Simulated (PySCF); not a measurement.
## Gas-phase thermal properties of GeH4

Energies from PySCF (xtb for GFN2), thermal terms from the rigid-rotor harmonic-oscillator model, ideal gas at 1 bar. 6-31G* has spherical d functions here. All species are closed-shell singlets. B3LYP is the form with VWN-RPA correlation. Ge: all electrons, no relativistic terms. The harmonic model lacks anharmonicity and excited electronic states, which grow with temperature; levels with a mode under 35 cm⁻¹ are left out.

```tsv
level	point group	σ	ZPE (kJ/mol)	S°298 (J/mol/K)	Cp298 (J/mol/K)	S°1000 (J/mol/K)	H1000 − H298 (kJ/mol)
B3LYP/6-31G*	Td	12	76.8	217.5	45.2	296.3	48.6
GFN2-xTB	Td	12	75.9	217.1	46.3	296.7	49.0
HF/6-31G*	Td	12	81.9	216.3	42.6	291.7	46.7
PBE/def2-SVP	Td	12	75.2	218.0	46.0	297.6	49.1
PBE0/def2-TZVP	Td	12	77.8	217.3	45.0	295.6	48.3
```
σ: rotational symmetry number. Electronic degeneracy used: 1. Frequencies are unscaled.
